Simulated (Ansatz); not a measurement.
CH5AlOS can be A, `C[S][AlH][OH]`, or B, `[CH3][Al]([OH])[SH]`.

Calculated with Ansatz (gas phase, PBE0-D4/def2-TZVP geometries, no zero-point term in ΔE). CCSD(T)/CBS is the MP2 limit (def2-TZVPP, def2-QZVPP) plus CCSD(T) − MP2 in def2-TZVPP, frozen cores. Functionals use def2-TZVPP. B3LYP here is the variant with VWN-RPA as its local correlation; programs differ in this. Each species was taken in one conformer, which may not be the lowest.

A:

```xyz
9

C    -0.564    0.778    1.493
S     0.359   -0.693    0.938
Al    0.312   -0.391   -1.213
O     1.046   -1.495   -2.261
H    -0.874    1.402    0.655
H    -1.448    0.452    2.039
H     0.074    1.362    2.154
H    -0.413    0.870   -1.818
H     1.507   -2.285   -1.988
```

B:

```xyz
9

C     0.051   -0.759    1.164
Al   -0.137    0.450   -0.338
O    -0.978    1.907   -0.141
S     0.695    0.027   -2.322
H    -0.403   -1.731    0.949
H     1.104   -0.942    1.396
H    -0.428   -0.351    2.056
H    -1.112    2.552   -0.833
H     1.208   -1.153   -1.931
```

Q: Which isomer does CCSD(T)/CBS put lower? Give the gap. (Estimate.)

A: Ansatz gave: B, by 68.5 kJ/mol.

Q: Give E(B) − E(A) in kJ/mol with B2PLYP, PBE0-D4, CCSD(T)/def2-SVP, B3LYP, CCSD(T)/def2-TZVPP, HF/def2-TZVPP, B3LYP-D4. (Estimate.)

A: Ansatz gave: B2PLYP -68.6, PBE0-D4 -67.4, CCSD(T)/def2-SVP -67.2, B3LYP -68.0, CCSD(T)/def2-TZVPP -70.0, HF/def2-TZVPP -64.5, B3LYP-D4 -66.8. None reverses the order clearly.

Q: Does the order hold for the free energy at 298.15 K (harmonic terms from PBE0-D4)? (Best estimate.)

A: The calculation gave: Yes: G(B) − G(A) = -73.5 kJ/mol, for one conformer each. Modes under 60 cm⁻¹, often nearly free rotors, make the harmonic entropy too high.

Largest T1 diagnostic: 0.012.

In def2-TZVPP, CCSD(T) changes the Hartree–Fock value by −5.5 kJ/mol (the triples alone add +0.7 kJ/mol) and MP2 by −6.1 kJ/mol. Leaving LDA and LC-ωPBE aside and taking each functional with its dispersion term where it has one, the values, not all of them listed here, spread over 9.0 kJ/mol, from r2SCANh-D4 to revPBE-D4.
